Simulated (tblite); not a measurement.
Input of a run (GFN2-xTB geometry optimisation, gas phase (tblite 0.8.0)), started from a force field or distance geometry:
```
{"job": {"kind": "relax", "xc": "GFN2-xTB", "basis": "xTB"}, "charge": 0, "multiplicity": 1}
C     -3.136700    -0.008800     0.563200
C     -2.021200     0.519700     0.099100
C     -0.763700    -0.218800     0.366300
O     -0.890500    -1.288200     0.996100
C      0.552200     0.287300    -0.101800
C      1.689900    -0.617900     0.258000
N      2.936400    -0.048000    -0.239600
H     -3.126600    -0.955300     1.119200
H     -4.104800     0.472900     0.417000
H     -1.991900     1.458400    -0.437600
H      0.539000     0.479900    -1.211700
H      0.689800     1.257700     0.445900
H      1.569900    -1.658500    -0.143900
H      1.799200    -0.713300     1.372000
H      2.767700     0.773100    -0.838600
H      3.483700     0.269000     0.592400
```

Output (eV, eV/Å):
```
step      E/eV     max force
  0    -604.18457    3.067
  1    -604.30016    3.011
  2    -604.37806    0.544
  3    -604.40587    0.505
  4    -604.44052    0.545
  5    -604.45342    0.362
  6    -604.47024    0.352
  7    -604.48521    0.323
  8    -604.49440    0.297
  9    -604.50213    0.247
 10    -604.50955    0.203
 11    -604.51658    0.213
 12    -604.52206    0.184
 13    -604.52584    0.185
 14    -604.52919    0.185
 15    -604.53324    0.173
 16    -604.53799    0.213
 17    -604.54274    0.183
 18    -604.54672    0.176
 19    -604.54989    0.154
 20    -604.55320    0.144
 21    -604.55783    0.241
 22    -604.56464    0.302
 23    -604.57375    0.323
 24    -604.58423    0.325
 25    -604.59352    0.276
 26    -604.59573    0.443
 27    -604.60428    0.272
 28    -604.60949    0.184
 29    -604.61838    0.179
 30    -604.62278    0.188
 31    -604.62698    0.176
 32    -604.63026    0.143
 33    -604.63330    0.134
 34    -604.63557    0.187
 35    -604.63778    0.113
 36    -604.63921    0.069
 37    -604.64025    0.071
 38    -604.64086    0.066
 39    -604.64135    0.043
 40    -604.64159    0.042
 41    -604.64177    0.036
 42    -604.64192    0.028
 43    -604.64206    0.024
 44    -604.64217    0.024
 45    -604.64225    0.024
 46    -604.64231    0.016
 47    -604.64235    0.018
 48    -604.64239    0.017
 49    -604.64244    0.020
 50    -604.64250    0.022
 51    -604.64256    0.019
 52    -604.64263    0.023
 53    -604.64271    0.024
 54    -604.64280    0.036
 55    -604.64290    0.038
 56    -604.64301    0.026
 57    -604.64312    0.022
 58    -604.64322    0.024
 59    -604.64332    0.039
 60    -604.64344    0.041
 61    -604.64354    0.028
 62    -604.64360    0.016
 63    -604.64364    0.014
 64    -604.64366    0.015
 65    -604.64369    0.014
 66    -604.64371    0.010
 67    -604.64373    0.012
 68    -604.64375    0.017
 69    -604.64379    0.019
 70    -604.64383    0.018
 71    -604.64387    0.016
 72    -604.64391    0.016
 73    -604.64395    0.018
 74    -604.64400    0.020
 75    -604.64407    0.027
 76    -604.64417    0.032
 77    -604.64428    0.036
 78    -604.64440    0.033
 79    -604.64452    0.027
 80    -604.64465    0.042
 81    -604.64479    0.046
 82    -604.64491    0.032
 83    -604.64500    0.020
 84    -604.64504    0.019
 85    -604.64506    0.014
 86    -604.64508    0.014
 87    -604.64510    0.014
 88    -604.64517    0.015
 89    -604.64518    0.012
 90    -604.64520    0.010
 91    -604.64521    0.008
```

Summarise the run.

The energy falls by 44.4 kJ/mol over 91 L-BFGS steps, the largest force on an atom goes from 3.07 to 0.008 eV/Å, and the atoms move by 0.284 Å rms after alignment. Among the bonds, C3=O4 and C5–C6 change most and about equally (-0.039 to +0.038 Å). Bonds longer at the end by more than 0.005 Å: 3 of 15; shorter: 10. Among the angles that change most is C2–C3–C5, from 121.7° to 114.0°. Among the dihedrals that turn most is H13–C6–N7–H15, from 116° to 62°. The energy never rose by more than 1e-5 eV on the way. The first step brought 25 % of the lowering.

What are the final bond lengths?

C1=C2 1.327 Å, C2–C3 1.483 Å, C3=O4 1.209 Å, C3–C5 1.514 Å, C5–C6 1.536 Å, C6–N7 1.449 Å, C1–H8 1.078 Å, C1–H9 1.077 Å, C2–H10 1.081 Å, C5–H11 1.095 Å, C5–H12 1.095 Å, C6–H13 1.093 Å, C6–H14 1.093 Å, N7–H15 1.015 Å, N7–H16 1.015 Å. Numbering counts from 1 in the input's order; the species is `C=CC(=O)CCN`.

Time: 0.34 s of wall time. Hardware: one thread of an Arm Neoverse V2, no GPU (shared host).

Its GFN2-xTB frequencies are all real (lowest 42 cm⁻¹). The numbers are those of one conformer. 3 starts were optimised and ended at 0.00, 1.16 and 3.02 kcal/mol (GFN2-xTB); the lowest of these is shown.

These are computed values.
